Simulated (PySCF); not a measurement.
Compound: C5H7F3O.
Numbering: `[F:1][C:2]([F:3])([F:4])[C@@H:5]1[CH2:6][CH2:7][O:8][CH2:9]1`

Geometry (GFN2-xTB, Å), atoms numbered from 1 in this order:
```xyz
16
C5H7F3O angstrom
F     -2.2212   -1.4599    0.4732
C     -1.6444   -0.2490    0.5335
F     -1.1930   -0.1083    1.7882
F     -2.6306    0.6496    0.3819
C     -0.5564   -0.0844   -0.5104
C      0.6288   -1.0320   -0.2499
C      1.7382   -0.0663    0.1932
O      1.4717    1.1350   -0.4951
C      0.0823    1.3261   -0.4344
H     -1.0214   -0.2672   -1.4808
H      0.4047   -1.7776    0.5106
H      0.9115   -1.5408   -1.1698
H      2.7388   -0.3960   -0.0824
H      1.6896    0.0976    1.2791
H     -0.1979    1.8091    0.5135
H     -0.2084    1.9732   -1.2619
```

Probes without a nucleus sit at each ring's centroid and 1 Å off its mean plane on both sides; NICS is minus the shielding there, NICSzz its component along the normal. Level: GIAO PBE0/pcSseg-1 (PySCF, non-relativistic, gas phase) on the GFN2-xTB geometry, one conformer.

Ring bond lengths (Å), with Mayer bond orders in brackets: C5–C6 1.540 (0.99), C6–C7 1.536 (1.03), C7–O8 1.410 (0.93), O8–C9 1.404 (0.95), C9–C5 1.550 (0.96).

Q: Give the NICS values of each ring in ppm.

A: 
```tsv
ring	type	NICS(0)	NICS(1), two faces	NICS(1)zz, two faces	rms pucker (Å)	centre to ring atoms, mean (Å)
C5–C6–C7–O8–C9	5-membered ring with O; formal bonds all single	-7.6	-4.2 / -3.5	-7.5 / -5.5	0.16	1.25
```

Q: What do they say, and how far can they be read as aromaticity?

A: 
- C5–C6–C7–O8–C9: mean NICS(1)zz -6.5 ppm, shielded. C5, C6, C7, C9 have four or more neighbours; no verdict on aromaticity is drawn.

Q: At the first NICS(1) probe listed for ring C5–C6–C7–O8–C9, 1 Å off the ring, what do the in-plane components average?

A: The isotropic value is a third of the trace: (3 × -4.2 − (-7.5))/2 = -2.6 ppm.

Q: List the ring angles and the Hirshfeld charges of the ring atoms.

A: 
- C5–C6–C7–O8–C9: C5 103.6° (-0.055 e), C6 102.6° (-0.079 e), C7 105.0° (+0.002 e), O8 106.4° (-0.152 e), C9 106.4° (-0.003 e); sum 523.9° against 540° for a flat convex ring.

Q: How shielded are the nuclei of the rings and their hydrogens (means over atoms taken as equivalent)?

A: 
```csv
atoms,environment,σ isotropic (ppm),"principal values of the symmetric part, first atom (ppm)"
C5,sp3 CH carbon,139.4,"112.3, 145.9, 160.0"
C6,ring CH2 carbon,155.5,"127.3, 166.2, 173.0"
C7,sp3 carbon bound to oxygen,114.7,"73.0, 105.4, 165.7"
O8,cyclic ether oxygen,272.9,"192.3, 269.1, 357.2"
C9,sp3 carbon bound to oxygen,115.3,"72.7, 104.7, 168.4"
H10,methine hydrogen,28.85,"25.7, 26.7, 34.1"
H11,methylene hydrogen,29.73,"25.1, 29.2, 34.9"
H12,methylene hydrogen,29.66,"24.2, 27.5, 37.3"
H13,methylene hydrogen,27.51,"22.9, 25.9, 33.7"
H14,methylene hydrogen,28.04,"23.5, 26.9, 33.7"
H15,methylene hydrogen,27.85,"22.3, 29.0, 32.2"
H16,methylene hydrogen,27.31,"22.4, 26.8, 32.7"
```

The run took 25 s on an Arm Neoverse V2 with one thread, no GPU, shared host with 32 logical CPUs at a one-minute load of 17, and the process peaked at 0.84 GiB of memory. This is the whole shielding run at PBE0/pcSseg-1, SCF included.
